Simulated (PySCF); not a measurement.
SMILES c1(ccsc1)-c1c(ccs1)C#N (C₉H₅NS₂), singlet, GFN2-xTB optimised geometry.

```
17

N     -0.53    -3.16     0.00
C      0.03    -2.15     0.00
C      0.76    -0.95     0.00
C      2.18    -0.95     0.00
C      2.70     0.30     0.00
S      1.48     1.51     0.00
C      0.22     0.32     0.00
C     -1.16     0.73     0.00
C     -1.57     2.10     0.00
C     -2.91     2.25     0.00
S     -3.73     0.73     0.00
C     -2.25    -0.11     0.00
H      2.76    -1.86     0.00
H      3.73     0.59     0.00
H     -0.87     2.92     0.00
H     -3.48     3.16     0.00
H     -2.25    -1.18     0.00
```

Density from CAM-B3LYP/def2-SVP in PySCF at that geometry.

Minimum of the electron density along straight lines between bonded atoms, close to the bond critical point (lines longer than 1.1 times the sum of covalent radii, or with two minima, are not listed):

| bond | length / Å | ρ at the minimum / e bohr⁻³ | ∇²ρ there / e bohr⁻⁵ | position (fraction from the first atom) |
|---|---|---|---|---|
| N1–C2 | 1.148 | 0.476 | 0.33 | 0.66 |
| C2–C3 | 1.403 | 0.292 | -0.78 | 0.54 |
| C3–C4 | 1.422 | 0.292 | -0.72 | 0.51 |
| C4–C5 | 1.353 | 0.329 | -0.85 | 0.49 |
| C5–S6 | 1.721 | 0.218 | -0.48 | 0.47 |
| C3–C7 | 1.384 | 0.310 | -0.76 | 0.49 |
| S6–C7 | 1.735 | 0.213 | -0.47 | 0.53 |
| C7–C8 | 1.438 | 0.284 | -0.72 | 0.52 |
| C8–C9 | 1.427 | 0.291 | -0.71 | 0.50 |
| C9–C10 | 1.351 | 0.330 | -0.85 | 0.49 |
| C10–S11 | 1.723 | 0.217 | -0.48 | 0.47 |
| C8–C12 | 1.372 | 0.317 | -0.79 | 0.49 |
| S11–C12 | 1.709 | 0.222 | -0.52 | 0.52 |
| C4–H13 | 1.075 | 0.286 | -1.13 | 0.64 |
| C5–H14 | 1.072 | 0.287 | -1.14 | 0.65 |
| C9–H15 | 1.075 | 0.285 | -1.11 | 0.64 |
| C10–H16 | 1.071 | 0.287 | -1.14 | 0.65 |
| C12–H17 | 1.071 | 0.289 | -1.18 | 0.66 |
